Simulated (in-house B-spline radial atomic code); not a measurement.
A calculation on the zinc ion Zn⁺ (an excited or competing configuration): its settings, and results tabulated from the run. Method: non-relativistic wB97X, spin-polarised, spherical fractional occupations, exact exchange averaged over the configuration, point nucleus. Calculated with a B-spline radial code for spherical atoms.

Command:
```bash
python run_scf.py task.json out
```
Settings:
```
Z                30
configuration    [Ar] 3d10 4f1
hamiltonian      nr
method           wb97x
spin_polarised   True
exact_exchange   averaged over the configuration
```

Output (hartree, bohr):
```
 radial grid: 62 intervals, B-splines of order 8, outer radius 60 bohr

 iter        energy (Eh)    residual
    1       -1777.730937    3.94e-01
    2       -1777.739654    1.78e-01
    3       -1778.582350    3.94e-02
    4       -1778.616270    1.05e-02
    5       -1778.612518    1.36e-02
    6       -1778.618396    3.00e-03
    7       -1778.617517    3.06e-03
    8       -1778.618676    2.12e-03
    9       -1778.618878    1.56e-03
   10       -1778.619058    2.05e-03
   11       -1778.619017    2.07e-03
   12       -1778.619092    5.25e-04
   13       -1778.619002    2.21e-03
   14       -1778.619091    5.61e-04
   15       -1778.619098    4.35e-04
   16       -1778.619100    2.44e-04
   17       -1778.619101    1.97e-04
   18       -1778.619101    3.35e-05
   19       -1778.619101    2.44e-05
   20       -1778.619101    4.44e-05
   21       -1778.619101    1.43e-06
   22       -1778.619101    1.14e-06
   23       -1778.619101    1.88e-07

 total energy                     -1778.61910
 kinetic                            1777.4732
 electron-nucleus                  -4241.9745
 Hartree                             756.6514
 exact exchange                      -14.8411
 exchange-correlation                -55.9281

 orbital      occ     eigenvalue          <r>       <r^2>       <1/r>       r_max
 1s up      1.000      -347.6645    0.0510964  0.00349847      29.513     0.03371
 1s down    1.000      -347.6645    0.0510964  0.00349847      29.513     0.03371
 2s up      1.000       -42.8130     0.229549   0.0620901     6.44217      0.1924
 2s down    1.000       -42.8130     0.229549   0.0620902     6.44216      0.1924
 2p up      3.000       -37.7920     0.199638   0.0488012     6.40142      0.1535
 2p down    3.000       -37.7920     0.199638   0.0488013     6.40141      0.1535
 3s up      1.000        -5.5321     0.692253    0.553694     2.04303      0.5976
 3s down    1.000        -5.5322      0.69225    0.553689     2.04304      0.5976
 3p up      3.000        -3.9272     0.719291    0.611104     1.91185      0.5976
 3p down    3.000        -3.9274     0.719284    0.611088     1.91186      0.5976
 3d up      5.000        -1.2075     0.870041    0.989469     1.53952       0.568
 3d down    5.000        -1.2076     0.869234    0.986178     1.54001      0.5679
 4f up      1.000        -0.1288      8.91917     87.9344    0.125517       8.198
```

Time taken, with all properties: 2.9 s on 1 thread of Arm Neoverse N1, with other jobs on the host.
